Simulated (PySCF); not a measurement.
Isomers of C3H10F3PSi2, mass 190.001 u with the commonest isotopes. The calculation used PBE0/pcSseg-1 in PySCF (dipole) on a GFN2-xTB geometry, gas phase. One conformer each, none proved a minimum here; rigid rotors.

Question: Order these by dipole moment, largest first.
A. `[CH3:1][SiH2:2][PH:3][SiH2:4][CH2:5][C:6]([F:7])([F:8])[F:9]` with C1–Si2–P3–Si4 -78°, Si2–P3–Si4–C5 -164°, P3–Si4–C5–C6 80°
B. `[CH3:1][C@@H:2]([SiH2:3][PH2:4])[SiH2:5][C:6]([F:7])([F:8])[F:9]` with C1–C2–Si3–P4 180°, C2–Si3–P4–H -100° and 167°, C1–C2–Si5–C6 -54°
C. `[F:1][CH2:2][C:3]([F:4])([F:5])[CH2:6][SiH2:7][PH:8][SiH3:9]` with F1–C2–C3–F4 -165°, C2–C3–C6–Si7 179°, C3–C6–Si7–P8 173°, C6–Si7–P8–Si9 172°

Answer: A (2.50 D), B (2.21 D), C (0.39 D).

Question: Order these by rotational constant B, largest first.
A. `[F:1][CH2:2][C:3]([F:4])([F:5])[CH2:6][SiH2:7][PH:8][SiH3:9]` with F1–C2–C3–F4 -165°, C2–C3–C6–Si7 179°, C3–C6–Si7–P8 173°, C6–Si7–P8–Si9 172°
B. `[CH3:1][SiH2:2][PH:3][SiH2:4][CH2:5][C:6]([F:7])([F:8])[F:9]` with C1–Si2–P3–Si4 -78°, Si2–P3–Si4–C5 -164°, P3–Si4–C5–C6 80°
C. `[CH3:1][C@@H:2]([SiH2:3][PH2:4])[SiH2:5][C:6]([F:7])([F:8])[F:9]` with C1–C2–Si3–P4 180°, C2–Si3–P4–H -100° and 167°, C1–C2–Si5–C6 -54°

Answer: C (583.1 MHz), B (396.3 MHz), A (353.7 MHz).

Question: Order these by rotational constant C, largest first.
A. `[F:1][CH2:2][C:3]([F:4])([F:5])[CH2:6][SiH2:7][PH:8][SiH3:9]` with F1–C2–C3–F4 -165°, C2–C3–C6–Si7 179°, C3–C6–Si7–P8 173°, C6–Si7–P8–Si9 172°
B. `[CH3:1][SiH2:2][PH:3][SiH2:4][CH2:5][C:6]([F:7])([F:8])[F:9]` with C1–Si2–P3–Si4 -78°, Si2–P3–Si4–C5 -164°, P3–Si4–C5–C6 80°
C. `[CH3:1][C@@H:2]([SiH2:3][PH2:4])[SiH2:5][C:6]([F:7])([F:8])[F:9]` with C1–C2–Si3–P4 180°, C2–Si3–P4–H -100° and 167°, C1–C2–Si5–C6 -54°

Answer: C (508.1 MHz), B (383.1 MHz), A (332.5 MHz).

```csv
SMILES,point group,Ia (u·Å²),Ib (u·Å²),Ic (u·Å²),κ,μa (D),μb (D),μc (D)
FCC(F)(F)C[SiH2]P[SiH3],C1,219.38,1428.77,1519.92,-0.98,0.08,0.35,0.15
C[SiH2]P[SiH2]CC(F)(F)F,C1,213.32,1275.10,1319.12,-0.99,1.86,1.64,0.31
C[C@@H]([SiH2]P)[SiH2]C(F)(F)F,C1,366.55,866.72,994.61,-0.83,1.59,1.34,0.73
```
